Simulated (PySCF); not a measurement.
BiH₂Cl, SMILES [BiH2][Cl].

Geometry optimised at PBE0-D3(BJ)/def2-TZVP. The def2 effective core potentials stand for the cores of Bi; spin–orbit coupling is left out.

These are r2SCAN/def2-TZVPD (PySCF) values and carry that method's errors.

The molecule is in vacuum.

```
Property                                                                                                       Result
---------------------------------------------------------------------------------------------  ----------------------
total energy                                                                                       -676.13742 hartree
point group                                                                                                        Cs
highest occupied level                                                                                       -7.00 eV
lowest empty level                                                                                           -2.43 eV
orbital gap                                                                                                   4.57 eV
dipole moment                                                                                                  3.25 D
quadrupole, principal values (traceless, Buckingham form, about the centre of nuclear charge)   -2.09, 0.30, 1.79 D·Å
mean static polarisability                                                                       63.0 bohr³ (9.33 Å³)
polarisability, principal values                                                               57.3, 57.8, 73.8 bohr³
```
